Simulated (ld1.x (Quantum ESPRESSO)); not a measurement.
aluminium: excitation energies, all-electron against TM

```
Element                 : Al
Generator               : ld1.x (Quantum ESPRESSO) 7.5
Type                    : norm-conserving Troullier–Martins (Kleinman–Bylander form)
Functional              : PBE
Relativity              : scalar-relativistic
Frozen core             : [Ne]
Valence charge          : 3
Reference configuration : 3s2 3p1
Partial waves           : 3p (bound): rc 1.95 bohr; 3d channel at -0.2 Ry: rc 1.60 bohr; 3s (bound): rc 2.05 bohr
Local potential         : the s channel
Core correction         : a·sin(br)/r model core inside 0.75 bohr
```

Energies are relative to the spin-unpolarised reference configuration 3s2 3p1; without spin polarisation the order of configurations can differ from experiment.

```
valence configuration  charge  ΔE all-electron (eV)  error AE − PS (meV)
              3s2 3p0      +1                 5.761                 +1.2
              3s1 3p0      +2                24.987                 +9.4
              3s1 3p2       0                 5.139                 -0.8
              3s0 3p3       0                10.451                 -2.0
              3s1 3p1      +1                11.571                 +5.1
```

Task: What are ΔE and the potential's error for 3s2 3p1.3?

Result: ΔE = -0.575 eV all-electron; the error (AE − PS) is +0.1 meV.

Task: What are ΔE and the potential's error for 3s2 3p0.5?

Result: ΔE = 2.086 eV all-electron; the error (AE − PS) is +0.3 meV.
